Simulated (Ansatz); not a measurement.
Input and output for FH3SeSi2 (`F[SiH]1[SiH2][Se]1`).

```yaml
crystal:
  periodic: [false, false, false]
  atoms:
    - {symbol: F, position_ang: [-1.776078, -1.530721, 0.314858]}
    - {symbol: Si, position_ang: [-1.087364, -0.143065, -0.069045]}
    - {symbol: Si, position_ang: [1.104261, 0.206974, 0.294383]}
    - {symbol: Se, position_ang: [0.304660, -0.154008, -1.849000]}
    - {symbol: H, position_ang: [-2.154075, 0.877573, -0.069664]}
    - {symbol: H, position_ang: [1.693232, 1.548081, 0.521726]}
    - {symbol: H, position_ang: [1.976663, -0.872933, 0.811043]}
basis:
  gaussian: {orbitals: cc-pVTZ}
hamiltonian: {xc: {name: HF}}
correlation: {method: rpa}
```

```sh
$ ansatz run in.yaml --threads 2 --pin off --events-out ev --progress --plain --max-ram 4352MiB
```

It prints (some lines left out):

```
Functional definition: HF
1108 factors; integrals over basis functions are off by at most 1.1e-3 eV
mean field evaluation 1: about -83783.8982 eV, gradient 2.8e1 eV
mean field evaluation 2: about -83784.2566 eV, gradient 2.9e1 eV
mean field evaluation 4: about -83786.3284 eV, gradient 2.7e0 eV
mean field evaluation 8: about -83786.3780 eV, gradient 2.3e-1 eV
mean field -83786.37833911 eV, -3079.0926115152 hartree, gradient 5.8e-6 eV, S^2 0.000000; 0 other end points of the search recorded, 0 dependent functions left out
20 core orbitals not correlated: weight in the atoms' cores, before any rotation towards them, 1.000 or more for the frozen orbitals, at most 0.000 for the correlated occupied ones
reference -83786.37833911 eV, -3079.0926115152 hartree; 17, 17 occupied and 146, 146 virtual orbitals, 1108 factors
Total energy: -83808.86633219 eV, -3079.9190300181 hartree
```

Run time 13 s (2 threads of an Intel Xeon on a shared host); peak host memory 0.4 GiB.
